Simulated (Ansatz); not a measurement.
Two shapes of singlet GeH4.

Shape 1:

```xyz
5

Ge    0.0000    0.0000    0.0000
H     0.8875    0.8875    0.8875
H     0.8875   -0.8875   -0.8875
H    -0.8875    0.8875   -0.8875
H    -0.8875   -0.8875    0.8875
```

Shape 2:

```xyz
5

Ge    0.0000    0.0000    0.0000
H     0.8165    0.8165    0.8165
H     0.8165   -0.8165   -0.8165
H    -0.8165    0.8165   -0.8165
H    -0.8165   -0.8165    0.8165
```

Basis set: def2-TZVP (spherical functions). Correlated methods keep 9 orbitals frozen. Charge 0, multiplicity 1.

Computed with Ansatz (development build ahead of 0.2.0); each method stands on the lowest determinant of its kind that the runs found.

(1) Which shape is lower in energy, and by how much in each method?

## Answers

(1)

```tsv
method	E(2) − E(1) (eV)
RHF	0.648
RHF-MP2	0.531
```

Shape 1 is lower.
